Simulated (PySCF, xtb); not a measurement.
Be(Et) (C2H5Be), SMILES [Be+][CH2]C, charge +1.

Harmonic wavenumbers (cm⁻¹) from GFN2-xTB (xtb) at its own minimum, in rising order: 157, 205, 364, 695, 857, 942, 1013, 1102, 1124, 1264, 1398, 1442, 1458, 2667, 2704, 3029, 3090, 3092.

Task: What does PBE0-D3(BJ)/def2-TZVP (PySCF) give at its own minimum? (The exact figures need the calculation; the answer reports its results.)

Result: 222, 276, 602, 779, 928, 953, 991, 1144, 1229, 1391, 1408, 1474, 1487, 3022, 3058, 3072, 3134, 3163. Paired by order, the mean absolute difference is 98 cm⁻¹ and the zero-point energies are 38.0 and 40.5 kcal/mol.
